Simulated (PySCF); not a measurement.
Correlation energy of Pt⁺ (platinum, charge +1)

[Xe] 4f14 5d9, 2D determinant. Computed with PySCF 2.14 in def2-QZVPPD with the def2 core potential (60 electrons), with scalar relativity through the core potential. Frozen: 5s2 5p6; 9 electrons correlated.

```json
{"level": "CCSD", "correlation energy (mhartree)": "-261.43"}
{"level": "(T)", "correlation energy (mhartree)": "-11.47"}
{"level": "CCSD(T)", "correlation energy (mhartree)": "-272.90"}
```

Diagnostics: T1 = 0.023, D1 = 0.0799, largest double amplitude 0.048.

Is a single reference adequate?

Yes, within this model without spin-orbit coupling: T1 lies below 0.03 and no double amplitude reaches 0.07.
